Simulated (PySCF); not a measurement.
## Electron affinity of Cs by level of theory

Cs⁻ [Xe] 6s2 (1S) → Cs [Xe] 6s1 (2S), as a difference of total energies. Calculation: PySCF 2.14, in aug-cc-pVDZ-X2C; scalar relativity by spin-free X2C-1e. Correlated levels: valence: [Xe] frozen. The calculations carry no spin-orbit coupling.

| method | electron affinity (eV) | error (eV) |
| --- | --- | --- |
| UHF | -0.068 | -0.540 |
| MP2 (valence) | 0.238 | -0.234 |
| SCS-MP2 (valence) | 0.299 | -0.173 |
| CCSD (valence) | 0.436 | -0.036 |

Reference: 0.472 eV (measured; photodetachment measurements, as compiled on the Wikipedia data page of electron affinities).

Errors of the correlated levels include the incompleteness of this basis and the frozen core.

A negative affinity means that the anion lies above the atom at that level of theory.

With two correlated electrons CCSD is exact in that space.

The coupled-cluster amplitudes are large for Cs⁻ (T1 above 0.03 or a double amplitude above 0.15), so a single reference is strained.
